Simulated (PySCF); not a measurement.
Excitations are Tamm–Dancoff values on a coarser integration grid. The basis has no diffuse functions, so Rydberg states are missing or too high.

Cartesian coordinates (Å):
```xyz
7

O     -0.8196    -1.1431    -0.0224
B      0.1445    -0.1744    -0.0339
O     -0.0823     1.1735     0.1272
O      1.4243    -0.5951    -0.2206
H     -1.7137    -0.8296     0.1101
H     -0.9955     1.4302     0.2561
H      2.0422     0.1384    -0.2165
```
Charge 0, multiplicity 1.

Q: What is the computed T1 excitation (TDA), S1 excitation (TDA), LUMO, HOMO and dipole moment (PySCF with PBE0-D4/def2-TZVP)?

A: 
The T1 excitation (TDA) is 7.60 eV, the S1 excitation (TDA) is 7.91 eV and the LUMO comes out as 0.14 eV. The HOMO is -9.18 eV and the dipole moment is 3.03 D.
